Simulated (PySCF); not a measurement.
C₃H₇BN₂. Atoms are numbered in the order given.

```xyz
13

C      1.2817    -1.7194     0.0000
C      0.3248    -0.7784     0.0000
C     -1.2081    -0.9075     0.0000
N     -1.3301     0.5593     0.0000
B      0.0859     0.7925     0.0000
N      0.8792     1.9599     0.0000
H      2.3514    -1.4500     0.0000
H      1.0481    -2.7993     0.0000
H     -1.6281    -1.4106    -0.9040
H     -1.6281    -1.4106     0.9040
H     -2.2056     1.0793     0.0000
H      1.8958     1.9197     0.0000
H      0.5024     2.9060     0.0000
```
Charge 0, spin multiplicity 1.

Geometry: PBE-D3(BJ)/def2-SVP. The structure was generated by enumeration, and PubChem lists no compound with its InChIKey, so it may never have been made. The values are those of a single conformer.

Level of theory: PBE-D3(BJ)/def2-SVP in PySCF 2.14.0.

No scaling factor is applied to the harmonic values.

Computed normal modes with their intensities:
```tsv
mode	ν (cm⁻¹)	IR (km/mol)	Raman (Å⁴/amu)	depolarisation	moving atoms (share of kinetic energy)
1	150	2.8	1.1	0.75	N 40 %, H 30 %, C 29 %
2	216	1.4	4.7	0.73	C 33 %, H 33 %, N 31 %
3	233	33.2	1.1	0.75	H 42 %, C 38 %, B 15 %
4	283	165.4	0.6	0.75	H 82 %, N 18 %
5	387	0.2	1.6	0.75	H 40 %, C 32 %, B 14 %, N 13 %
6	439	72.3	1.1	0.75	H 83 %, N 9 %, B 8 %
7	477	15.3	4.5	0.75	H 77 %, N 9 %, B 8 %
8	594	0.2	8.3	0.75	H 53 %, B 25 %, C 21 %
9	609	0.3	5.0	0.55	N 47 %, C 34 %, H 12 %
10	690	0.6	9.6	0.08	C 43 %, H 30 %, N 17 %, B 10 %
11	709	1.7	4.7	0.75	H 68 %, B 25 %
12	836	0.4	5.6	0.07	H 53 %, N 43 %
13	859	0.5	9.1	0.34	C 51 %, H 45 %
14	885	30.8	1.0	0.75	H 74 %, C 26 %
15	987	0.3	0.8	0.75	H 60 %, C 38 %
16	1001	9.1	6.9	0.64	H 45 %, C 31 %, N 23 %
17	1093	19.1	1.1	0.34	H 42 %, C 35 %, B 14 %, N 9 %
18	1109	0.0	9.0	0.75	H 90 %
19	1154	35.8	13.3	0.43	H 35 %, C 30 %, B 23 %, N 11 %
20	1211	48.3	8.3	0.52	H 43 %, C 26 %, N 19 %, B 12 %
21	1279	20.1	3.5	0.68	H 51 %, B 17 %, N 16 %, C 15 %
22	1383	9.3	27.3	0.49	H 83 %, C 13 %
23	1422	64.9	10.5	0.52	H 79 %, B 11 %
24	1470	18.9	21.5	0.67	H 72 %, B 17 %, N 8 %
25	1570	324.3	3.2	0.15	B 36 %, H 35 %, N 26 %
26	1719	27.4	30.7	0.28	C 91 %
27	2906	93.2	199.5	0.09	H 95 %
28	2950	50.1	141.4	0.75	H 90 %, C 10 %
29	3045	19.0	141.5	0.12	H 95 %
30	3135	13.1	100.7	0.74	H 89 %, C 11 %
31	3542	37.2	169.7	0.17	H 96 %
32	3568	16.3	211.6	0.29	H 93 %
33	3646	26.0	82.9	0.74	H 91 %, N 9 %
```
